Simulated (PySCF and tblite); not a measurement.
The numbers below are computed, except where a source is named.
C5H6S2, numbered as in [CH3:1][S:2][c:3]1[cH:4][cH:5][s:6][cH:7]1. Conformers came from 90 starts (ETKDG and KDG, MMFF94s, GFN2-xTB); geometries are PBE0-D3(BJ)/def2-SVP. Energies: OPBE-D3(BJ)/pcSseg-1, with GFN2-xTB thermal terms (modes under about 100 cm⁻¹ blended into free rotors). Symmetry numbers and mirror images are counted. Conformers within 3 kcal/mol (GFN2-xTB free energy) were kept, 4 at most. GIAO shieldings: OPBE/pcSseg-1. Shifts are against TMS (¹H), TMS (¹³C) at the same level. Programs: PySCF with density fitting and tblite.

Torsions listed: C1–S2–C3–C4. Of a mirror pair one member is shown.

```json
{"conformer": "1", "shape": "180°", "point group": "Cs", "mirror pair": "no", "ΔE(DFT)": "0.00", "Δ(G−E) at 200 K": "0.00", "δ C7 (ppm)": "107.1"}
{"conformer": "2", "shape": "70°", "point group": "C1", "mirror pair": "yes", "ΔE(DFT)": "0.90", "Δ(G−E) at 200 K": "-0.15", "δ C7 (ppm)": "125.8"}
```

Energies in kcal/mol; the thermal term leaves out symmetry numbers and mirror images.

**Question.** Work out the weights at 200 K and the ¹³C shift of C7 under fast exchange.

**Answer.** RT = 0.397 kcal/mol. Each conformer gets RT ln(σ/g), with σ the rotational symmetry number and g = 2 for a mirror pair: 1: σ = 1, g = 1, G = 0.00 + 0.00 + 0.00 = 0.00, 0.00 above the lowest, exp(−ΔG/RT) = 1.000; 2: σ = 1, g = 2, G = 0.90 − 0.15 − 0.28 = 0.48, 0.48 above the lowest, exp(−ΔG/RT) = 0.299. The sum is 1.299, so the weights are 77.0, 23.0 %. The averaged shift is 111.4 ppm. At 298.15 K it is 114.3 ppm. At 298.15 K the leading conformer alone gives 107.1 ppm and bare DFT energies give 110.4 ppm.

Thermal terms of a conformer that GFN2-xTB lacks, or places elsewhere, come from the nearest GFN2-xTB minimum; such a conformer stays in the set even outside the window.
